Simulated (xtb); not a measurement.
C₉H₁₁, doublet, at a GFN2-xTB geometry, atoms displaced at random by about 0.05 Å a coordinate; xtb with GFN2-xTB with ALPB(benzene).

Here is a job for xtb.
```
$ xtb mol.xyz --gfn 2 --uhf 1 --opt --alpb benzene --json

# file mol.xyz
20

C      2.74004067    -1.06039824     0.12006147
C      1.25406166    -0.53403215    -0.02144372
C      0.14793124    -1.47478707     0.10057961
C     -1.15016860    -0.88328064    -0.02784558
C     -2.25830573    -1.94460686     0.06573385
C     -1.24598624     0.51487664    -0.08736157
C     -0.22781519     1.32201871     0.00310994
C     -0.41049006     2.84238842    -0.12900150
C      1.15094348     0.80068121     0.01381101
H      2.87578657    -1.74298840    -0.88030919
H      2.77789619    -1.86507546     0.93503484
H      3.51937284    -0.27456584     0.07683165
H     -3.13104710    -1.28975755     0.16390919
H     -2.33128934    -2.36089922    -0.98714820
H     -2.17730067    -2.61226434     0.74845072
H     -2.30725422     0.87267866    -0.08278338
H     -0.87252697     3.18135803     0.93117515
H     -1.04695200     3.12726749    -0.83312170
H      0.53855659     3.39683939    -0.16648742
H      1.98771694     1.55565657     0.09373975
```

Output, abridged:

```
   ID    Z sym.   atoms
    1    6 C      1-9
    2    1 H      10-20

           -------------------------------------------------
          |                Calculation Setup                |
           -------------------------------------------------

           -------------------------------------------------
          |                 G F N 2 - x T B                 |
           -------------------------------------------------

      * Solvation model:               ALPB
        Solvent                        benzene
        Parameter file                 internal GFN2-xTB/ALPB
        Dielectric constant                7.0000E+00
        Reference state                gsolv [1 M gas/solution]
        Free energy shift                  4.6744E-03 Eh       2.9333E+00 kcal/mol
        Temperature                        2.9815E+02 K
        Density                            8.6700E-01 kg/L
        Solvent mass                       7.8110E+01 g/mol
        Interaction kernel             P16
        Born radius scaling (c1)           1.6914E+00
        Born radii integrator          GBOBC
        Born offset                        0.0000E+00 a0       0.0000E+00 AA
        H-bond correction              false
        Ion screening                  false
        Surface tension                    1.0000E-05 Eh       1.5569E+01 dyn/cm
        Grid points                               230 per atom

          ...................................................
          :                      SETUP                      :
          :.................................................:
          :  # basis functions                  47          :
          :  # atomic orbitals                  47          :
          :  # shells                           29          :
          :  # electrons                        47          :
          :  max. iterations                   250          :
          :  Hamiltonian                  GFN2-xTB          :
          :  restarted?                      false          :
          :  GBSA solvation                   true          :
          :  PC potential                    false          :
          :  electronic temp.          300.0000000     K    :
          :  accuracy                    1.0000000          :
          :  -> integral cutoff          0.2500000E+02      :
          :  -> integral neglect         0.1000000E-07      :
          :  -> SCF convergence          0.1000000E-05 Eh   :
[...]
         :: total energy             -24.705759957328 Eh    ::
 * total energy  :   -24.7057600 Eh     change       -0.3168772E-09 Eh
 * total energy  :   -24.7779155 Eh     change       -0.7215551E-01 Eh
 * total energy  :   -24.7924261 Eh     change       -0.1451061E-01 Eh
 * total energy  :   -24.7932143 Eh     change       -0.7881970E-03 Eh
 * total energy  :   -24.7934206 Eh     change       -0.2063036E-03 Eh
 * total energy  :   -24.7934548 Eh     change       -0.3425448E-04 Eh
 * total energy  :   -24.7934444 Eh     change        0.1047473E-04 Eh
 * total energy  :   -24.7934649 Eh     change       -0.2052545E-04 Eh
 * total energy  :   -24.7934661 Eh     change       -0.1197694E-05 Eh
   *** GEOMETRY OPTIMIZATION CONVERGED AFTER 9 ITERATIONS ***
         :: total energy             -24.793466080017 Eh    ::
[...]
                            10 H    0.972
     2   6 C    3.986 --     3 C    1.472     9 C    1.353     1 C    1.016
                             6 C    0.110
     3   6 C    3.273 --     2 C    1.472     4 C    1.464     7 C    0.102
     4   6 C    3.986 --     3 C    1.464     6 C    1.364     5 C    1.015
                             9 C    0.108
     5   6 C    3.996 --     4 C    1.015    13 H    0.985    15 H    0.977
                            14 H    0.970
     6   6 C    3.982 --     7 C    1.415     4 C    1.364    16 H    0.960
                             2 C    0.110
     7   6 C    3.989 --     9 C    1.425     6 C    1.415     8 C    1.017
                             3 C    0.102
     8   6 C    3.997 --     7 C    1.017    19 H    0.986    18 H    0.977
                            17 H    0.972
     9   6 C    3.982 --     7 C    1.425     2 C    1.353    20 H    0.959
                             4 C    0.108
    10   1 H    0.998 --     1 C    0.972
    11   1 H    0.998 --     1 C    0.974
    12   1 H    0.998 --     1 C    0.986
    13   1 H    0.998 --     5 C    0.985
    14   1 H    0.998 --     5 C    0.970
    15   1 H    0.998 --     5 C    0.977
    16   1 H    0.999 --     6 C    0.960
    17   1 H    0.998 --     8 C    0.972
    18   1 H    0.998 --     8 C    0.977
    19   1 H    0.998 --     8 C    0.986
    20   1 H    0.999 --     9 C    0.959
 ---------------------------------------------------------------------------

Topologies differ in total number of bonds
Writing topology from bond orders to xtbtopo.mol

molecular dipole:
                 x           y           z       tot (Debye)
 q only:       -0.030       0.110      -0.006
   full:       -0.060       0.275      -0.013       0.716
molecular quadrupole (traceless):
                xx          xy          yy          xz          yz          zz
 q only:        2.033       0.083       0.655       0.103       0.021      -2.688
  q+dip:        4.551       0.365       0.665       0.207       0.049      -5.216
   full:        3.073       0.245       0.120       0.144       0.091      -3.194

optimized geometry written to: xtbopt.xyz

           -------------------------------------------------
          | TOTAL ENERGY              -24.793466080017 Eh   |
          | GRADIENT NORM               0.000445526085 Eh/α |
          | HOMO-LUMO GAP               2.683834783416 eV   |
           -------------------------------------------------
```
